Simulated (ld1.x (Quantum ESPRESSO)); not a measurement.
**How hard is this silver PAW potential?**

Ag (Z = 47), PAW, made with ld1.x (Quantum ESPRESSO) 7.5 (PBEsol, scalar-relativistic). Core [Kr], reference 4d10 5s0 5p0 (charge +1). Waves: 5s (bound, empty): rcut 2.35, rcutus 2.85 bohr; 5s channel at 0.1 Ry: rcut 2.35, rcutus 2.85 bohr; 5p (bound, empty): rcut 2.05, rcutus 2.25 bohr; 5p channel at 0.3 Ry: rcut 2.05, rcutus 2.25 bohr; 4d (bound): rcut 1.60, rcutus 1.95 bohr; 4d channel at 0.85 Ry: rcut 1.60, rcutus 1.95 bohr. Local part: all-electron potential smoothed inside 1.80 bohr (lloc = -1). Core correction: Bessel-smoothed model core inside 1.30 bohr. Augmentation charge: PSQ, inside the norm-conserving radii.

The pseudo-atom Hamiltonian at the reference potential is diagonalised in spherical Bessel functions j_l(qr) that vanish at 20 bohr, with q² up to the cutoff. All-electron valence levels (Ry): 5s -0.8256, 5p -0.4534, 4d -1.1497.

How do the lowest levels (Ry) of each channel move with the cutoff, and are there ghosts?

```tsv
cutoff (Ry)	s #1	s #2	p #1	p #2	p #3	d #1	f #1	f #2	Σ f·Δε (mRy)
8	-0.8256	-0.2112	-0.4544	-0.1361	-0.0191	-0.7693	-0.0460	0.0564	3803.7
15	-0.8451	-0.8255	-1.9407	-0.4533	-0.1357	-1.0881	-0.0460	0.0563	615.8
21	-1.3895	-0.8256	-2.3274	-0.4534	-0.1357	-1.1423	-0.0460	0.0563	74.2
35	-1.5227	-0.8256	-2.4140	-0.4534	-0.1357	-1.1492	-0.0460	0.0563	4.9
45	-1.5289	-0.8256	-2.4158	-0.4534	-0.1358	-1.1496	-0.0460	0.0563	1.1
60	-1.5294	-0.8256	-2.4164	-0.4534	-0.1358	-1.1497	-0.0460	0.0563	0.5
400	-1.5294	-0.8256	-2.4165	-0.4534	-0.1358	-1.1497	-0.0460	0.0563	0.0
```

Result: ghost states, extra bound levels that the all-electron valence spectrum of the same l lacks: p at -32.9 eV, s at -20.8 eV (a true bound ghost makes a file unfit for plane-wave use); 10 mRy is reached at 30 Ry and 1 mRy at 50 Ry.

Its largest configuration-test error is -369 meV.
